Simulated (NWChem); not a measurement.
## Ionisation of hydrogen telluride (H$_{2}$Te)

SMILES: [TeH2]
```xyz
3

Te     0.0000     0.0000     0.0441
H     -1.1845     0.0000    -1.1474
H      1.1845     0.0000    -1.1474
```
Charge 0, spin multiplicity 1.

Program: NWChem. The geometry was optimised at PBE/def2-SVP with def2 effective core potentials on Te, a minimum by its harmonic frequencies.

Basis set: def2-TZVP. The species with one electron less has spin multiplicity 2 and keeps the geometry of the parent. Δ marks differences of total energies (open shells unrestricted). −ε marks an orbital energy of the parent. That orbital need not have the symmetry of the hole or added electron in the Δ rows.

Effective core potentials replace the inner electrons of Te; spin-orbit coupling is left out. No SCF solution was tested for a lower state.

One of these methods gave a first vertical ionisation energy of 8.97 eV. Which?
A. G0W0@PBE
B. −ε(HOMO) of CAM-B3LYP
C. ΔTPSS
D. G0W0@CAM-B3LYP

C, ΔTPSS. The others give 7.81 (−ε(HOMO) of CAM-B3LYP), 8.77 (G0W0@CAM-B3LYP), 8.49 (G0W0@PBE).
